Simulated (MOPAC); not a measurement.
A run for MOPAC: AM1 on HIZn (SMILES [ZnH][I]), a point of a bond scan (R = 2.679 Å).

```
AM1 1SCF PRECISE CHARGE=0 THREADS=1
HIZn

Zn    -0.00000000 1    -0.00000000 1    -1.52518202 1
H      0.00000000 1     0.00000000 1    -4.20402485 1
I      0.00000000 1     0.00000000 1     0.92097000 1
```

It printed:

```
*******************************************************************************
 **                                                                           **
 **                              MOPAC v23.2.5                                **
 **                                                                           **
 *******************************************************************************
 ** MOPAC's Digital Object Identifier: https://doi.org/10.5281/zenodo.6511958 **
 **                                                                           **
 ** Please cite the open-source release paper for use of this MOPAC version:  **
 ** J. E. Moussa and J. J. P. Stewart (2026)                                  **
 ** MOPAC: An open-source semiempirical molecular orbital program             **
 ** J. Open Source Softw., 11(119), 8025, https://doi.org/10.21105/joss.08025 **
 *******************************************************************************

                              AM1 CALCULATION RESULTS

 *******************************************************************************
 *  AM1        - The AM1 Hamiltonian to be used
 *
 *
 *
 *                 CHARGE ON SYSTEM = 0
 *
 *
 *
 *  PRECISE    - TIGHTER CRITERIA TO BE USED
 *  1SCF       - DO 1 SCF AND THEN STOP
 *  THREADS=1  - MULTI-THREADING NOT USED
 *  T=         - A TIME OF 172800.0 SECONDS REQUESTED
 *  DUMP=N     - RESTART FILE WRITTEN EVERY 7200.0 SECONDS REQUESTED
 *******************************************************************************
AM1 1SCF PRECISE CHARGE=0 THREADS=1
 HIZn

   ATOM   CHEMICAL          X               Y               Z
  NUMBER   SYMBOL      (ANGSTROMS)     (ANGSTROMS)     (ANGSTROMS)

     1      Zn         -0.00000000  *  -0.00000000  *  -1.52518202  *
     2       H          0.00000000  *   0.00000000  *  -4.20402485  *
     3       I          0.00000000  *   0.00000000  *   0.92097000  *



          CARTESIAN COORDINATES

    NO.       ATOM           X           Y           Z

     1        Zn         -0.0000     -0.0000     -1.5252
     2         H          0.0000      0.0000     -4.2040
     3         I          0.0000      0.0000      0.9210

  H: (AM1): M.J.S. DEWAR ET AL, J. AM. CHEM. SOC. 107 3902-3909 (1985)
 Zn: (AM1): M.J.S. DEWAR, K.M. MERZ, ORGANOMETALLICS, 7, 522-524 (1988).
  I: (AM1): M.J.S. DEWAR AND E. G. ZOEBISCH, THEOCHEM, 180, 1 (1988).

           Empirical Formula: H Zn I  =     3 atoms



      MOLECULAR POINT GROUP   :   C*v


      RHF CALCULATION, NO. OF DOUBLY OCCUPIED LEVELS = 5


 -------------------------------------------------------------------------------
 AM1 1SCF PRECISE CHARGE=0 THREADS=1
 HIZn



     1SCF WAS SPECIFIED, SO BFGS WAS NOT USED
     SCF FIELD WAS ACHIEVED


                              AM1 CALCULATION
                                                       MOPAC v23.2.5 Linux




          FINAL HEAT OF FORMATION =        105.44576 KCAL/MOL =     441.18504 KJ/MOL


          COSMO AREA              =         99.16 SQUARE ANGSTROMS
          COSMO VOLUME            =         75.63 CUBIC ANGSTROMS

          IONIZATION POTENTIAL    =          9.078709 EV
          HOMO LUMO ENERGIES (EV) =         -9.079 -2.165
          NO. OF FILLED LEVELS    =          5
          MOLECULAR WEIGHT        =        193.2924         POINT GROUP:  C*v

          MOLECULAR DIMENSIONS (Angstroms)

            Atom       Atom       Distance
            I     3    H     2     5.12499
            I     3    H     2     0.00000
           Zn     1    H     2     0.00000


          SCF CALCULATIONS        =          1





   ATOM   CHEMICAL          X               Y               Z
  NUMBER   SYMBOL      (ANGSTROMS)     (ANGSTROMS)     (ANGSTROMS)

     1      Zn         -0.00000000  *  -0.00000000  *  -1.52518202  *
     2       H          0.00000000  *   0.00000000  *  -4.20402485  *
     3       I          0.00000000  *   0.00000000  *   0.92097000  *

                             CARTESIAN COORDINATES

   1   Zn       -0.000000000    -0.000000000    -1.525182020
   2    H        0.000000000     0.000000000    -4.204024850
   3    I        0.000000000     0.000000000     0.920970000


           Empirical Formula: H Zn I  =     3 atoms



      MOLECULAR POINT GROUP   :   C*v


                  EIGENVALUES
 -28.86316 -11.55032 -10.10580 -10.10580  -9.07871  -2.16517   3.29921   3.29921
   3.33615


              NET ATOMIC CHARGES AND DIPOLE CONTRIBUTIONS

  ATOM NO.   TYPE          CHARGE      No. of ELECS.   s-Pop       p-Pop
    1         Zn           0.247006        1.7530     1.15732     0.59568
    2          H          -0.015210        1.0152     1.01521
    3          I          -0.231796        7.2318     1.96068     5.27111
 DIPOLE           X         Y         Z       TOTAL
 POINT-CHG.     0.000     0.000    -2.528     2.528
 HYBRID        -0.000    -0.000    -0.244     0.244
 SUM           -0.000    -0.000    -2.771     2.771


          ATOMIC ORBITAL ELECTRON POPULATIONS

     Atom    s        px        py        pz
    1 Zn   1.15732   0.05134   0.05134   0.49300
    2  H   1.01521
    3  I   1.96068   1.94866   1.94866   1.37380

 **********************
 *                    *
 * JOB ENDED NORMALLY *
 *                    *
 **********************




 == MOPAC DONE ==
```

The run finished.

Cost: about 0.04 core-seconds (a rough figure).
